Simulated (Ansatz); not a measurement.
**Worked example: the enthalpy of formation of BI3 (boron triiodide)**

BI3: 4 atoms, total charge 0, spin state singlet. SMILES: `IB(I)I`. The coordinates come from a PBE0-D4/def2-TZVP relaxation.

Total energies at BCCD(T)/def2-SVP (core potential), 13 core orbitals frozen (Ansatz 0.2.0); the atoms run unrestricted:

| species | state | energy (Eh) |
| --- | --- | --- |
| BI3 | singlet | -915.169277 |
| I | doublet | -296.759112 |
| B | doublet | -24.558295 |

Harmonic wavenumbers at PBE0-D4/def2-TZVP, in cm⁻¹: 102, 102, 197, 321, 726, 726.

Measured heats of formation of the gaseous atoms at 298.15 K, in kJ/mol: I 106.8, B 570.3. Spin-orbit lowering of the atoms at 298 K (mean of the ground term's levels less their thermal mean, from spectra), in kJ/mol: I 30.32, B 0.00. Take 1 Eh = 2625.50 kJ/mol, 1 cm⁻¹ = 0.0119627 kJ/mol, RT = 2.479 kJ/mol.

Problem. Work out the heat of formation of the gas at 298 K.

Solution. 
1. Electronic atomisation energy: 3 × (-296.759112) + (-24.558295) − (-915.169277) = 0.333646 Eh = 876.0 kJ/mol.
2. Zero-point energy: half the sum of the wavenumbers, 1087 cm⁻¹ = 13.0 kJ/mol.
3. Thermal vibrational enthalpy, Σ hcν̃/(exp(hcν̃/kT) − 1): 6.9 kJ/mol. Translation, rotation and pV of a non-linear molecule: 4 RT = 9.9 kJ/mol.
4. The 4 free atoms carry 5/2 RT each: 24.8 kJ/mol.
5. Spin-orbit coupling lowers the free atoms by 3 × 30.32 + 0.00 = 91.0 kJ/mol.
6. Atomisation enthalpy at 298 K: 876.0 − 91.0 − 13.0 − 6.9 − 9.9 + 24.8 = 780.0 kJ/mol.
7. Sum of the atoms' heats of formation: 890.7 kJ/mol. Heat of formation: 890.7 − 780.0 = +110.7 kJ/mol.

The tabulated value is +71.1 kJ/mol (NIST-JANAF tables; in doubt: it rests on an older heat of the boron atom), so this level is off by +39.6 kJ/mol, or 4.8 % of the atomisation enthalpy that the table implies (819.4 kJ/mol). Coupled cluster needs large bases for atomisation: in a finite one the molecule is underbound. A double-zeta basis underbinds. Anharmonicity and any spin-orbit splitting of the molecule are left out, and so is core correlation.
